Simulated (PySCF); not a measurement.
GeTe, triplet, at a GFN2-xTB geometry (the spin is typed, not shown lowest) (core potentials on Te); DF-B97M-V/def2-SVPD (PySCF).

Input for PySCF:
```python
from pyscf import gto, scf, dft

mol = gto.Mole()
mol.atom = '''
    Ge   -0.00000000   -0.00000000   -1.58156681
    Te    0.00000000    0.00000000    0.97327189
'''
mol.basis = 'def2-svpd'
mol.ecp = {'Te': 'def2-svpd'}
mol.spin = 2
mol.verbose = 4
mol.build()

mf = dft.UKS(mol)
mf.xc = 'b97m_v'
mf = mf.density_fit(auxbasis='def2-universal-jkfit')
mf.kernel()
```

Output, abridged:

```
PySCF version 2.14.0

[INPUT] verbose = 4
[INPUT] num. atoms = 2
[INPUT] num. electrons = 56
[INPUT] charge = 0
[INPUT] spin (= nelec alpha-beta = 2S) = 2
[INPUT] symmetry False subgroup None
[INPUT] Mole.unit = angstrom
[INPUT] Symbol           X                Y                Z      unit          X                Y                Z       unit  Magmom
[INPUT]  1 Ge     0.000000000000   0.000000000000  -1.581566810000 AA    0.000000000000   0.000000000000  -2.988728118602 Bohr   0.0
[INPUT]  2 Te     0.000000000000   0.000000000000   0.973271890000 AA    0.000000000000   0.000000000000   1.839217316838 Bohr   0.0

nuclear repulsion = 159.073877339716
number of shells = 27
number of NR pGTOs = 150
number of NR cGTOs = 73
basis = def2-svpd
ecp = {'Te': 'def2-svpd'}

******** <class 'pyscf.df.df_jk.DFUKS'> ********
method = DFUKS
initial guess = minao
damping factor = 0
level_shift factor = 0
DIIS = <class 'pyscf.scf.diis.CDIIS'>
diis_start_cycle = 1
diis_space = 8
diis_damp = 0
SCF conv_tol = 1e-09
SCF conv_tol_grad = None
SCF max_cycles = 50
direct_scf = False
number electrons alpha = 29  beta = 27
XC library pyscf.dft.libxc version 7.1.2
    S. Lehtola, C. Steigemann, M. J. T. Oliveira, and M. A. L. Marques,  SoftwareX 7, 1–5 (2018)
XC functionals = b97m_v
    N. Mardirossian and M. Head-Gordon,  J. Chem. Phys. 142, 074111 (2015)
radial grids:
    Treutler-Ahlrichs [JCP 102, 346 (1995); DOI:10.1063/1.469408] (M4) radial grids

becke partition: Becke, JCP 88, 2547 (1988); DOI:10.1063/1.454033
pruning grids: <function nwchem_prune>
grids dens level: 3
symmetrized grids: False
atomic radii adjust function: <function treutler_atomic_radii_adjust>
** Following is NLC and NLC Grids **
NLC functional = b97m_v
radial grids:
    Treutler-Ahlrichs [JCP 102, 346 (1995); DOI:10.1063/1.469408] (M4) radial grids

becke partition: Becke, JCP 88, 2547 (1988); DOI:10.1063/1.454033
pruning grids: <function nwchem_prune>
grids dens level: 3
symmetrized grids: False
atomic radii adjust function: <function treutler_atomic_radii_adjust>
small_rho_cutoff = 0
Set gradient conv threshold to 3.16228e-05
tot grids = 42600
tot grids = 42600
init E= -2315.85029228718

cycle= 1 E= -2341.44511978625  delta_E= -25.6  |g|= 2.22  |ddm|= 6.42

cycle= 2 E= -2334.36284013712  delta_E= 7.08  |g|= 3.25  |ddm|= 10.2

cycle= 3 E= -2343.85063822057  delta_E= -9.49  |g|= 0.623  |ddm|= 8.83

cycle= 4 E= -2342.8768864163  delta_E= 0.974  |g|=  1.1  |ddm|=  2.6

cycle= 5 E= -2344.28469728812  delta_E= -1.41  |g|= 0.157  |ddm|=  1.9

cycle= 6 E= -2344.31264371423  delta_E= -0.0279  |g|= 0.077  |ddm|= 0.932

cycle= 7 E= -2344.31866127039  delta_E= -0.00602  |g|= 0.0233  |ddm|= 0.132

cycle= 8 E= -2344.31849081782  delta_E= 0.00017  |g|= 0.024  |ddm|= 0.065

cycle= 9 E= -2344.31915203676  delta_E= -0.000661  |g|= 0.00127  |ddm|= 0.0423

cycle= 10 E= -2344.31915350823  delta_E= -1.47e-06  |g|= 0.000762  |ddm|= 0.0039

cycle= 11 E= -2344.31915403266  delta_E= -5.24e-07  |g|= 0.00016  |ddm|= 0.00171

cycle= 12 E= -2344.31915409866  delta_E= -6.6e-08  |g|= 4.18e-05  |ddm|= 0.000783

cycle= 13 E= -2344.31915410262  delta_E= -3.96e-09  |g|= 1.33e-05  |ddm|= 0.000177

cycle= 14 E= -2344.319154103  delta_E= -3.77e-10  |g|= 3.58e-06  |ddm|= 7.07e-05

Extra cycle  E= -2344.31915410303  delta_E= -3.37e-11  |g|= 5.89e-06  |ddm|= 3.52e-05
converged SCF energy = -2344.31915410303  <S^2> = 2.0068174  2S+1 = 3.0045415
```
